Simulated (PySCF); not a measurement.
Cl₄Zr, SMILES [Cl][Zr]([Cl])([Cl])[Cl] (connectivity only; charge and spin as stated), charge -1, multiplicity 2. Atoms are numbered in the order given.

```xyz
5

Zr     0.0000     0.0000     0.0000
Cl    -1.3538     1.3538     1.5227
Cl     1.3538    -1.3538     1.5227
Cl    -1.3538    -1.3538    -1.5227
Cl     1.3538     1.3538    -1.5227
```
Charge -1, spin multiplicity 2.

The structure is a stationary point at PBE-D3(BJ)/def2-SVPD. The geometry has at least one imaginary mode, so it is a saddle point at that level. The spin state was assumed, not searched. The isomer is the one that the SMILES or the coordinates give; other isomers of the formula were not compared. The def2 effective core potentials stand for the cores of Zr; spin–orbit coupling is left out.

Method: ωB97X/def2-SVPD in PySCF.

Mulliken values depend strongly on the basis, most of all with diffuse functions as here. ESP charges are fitted to the potential on shells at 1.4 to 2.0 van der Waals radii. Atomic charges (e):

```
atom  ESP fit  Mulliken  Mulliken spin
----  -------  --------  -------------
Zr1         …      1.77           0.92
Cl2         …     -0.69           0.02
Cl3         …     -0.69           0.02
Cl4         …     -0.69           0.02
Cl5         …     -0.69           0.02
```

Task: Fill in the missing entries. (Estimate from the structure and the level; the computed values follow.)

Result: 
- Zr1, ESP fit: 0.89
- Cl2, ESP fit: -0.47
- Cl3, ESP fit: -0.47
- Cl4, ESP fit: -0.47
- Cl5, ESP fit: -0.47
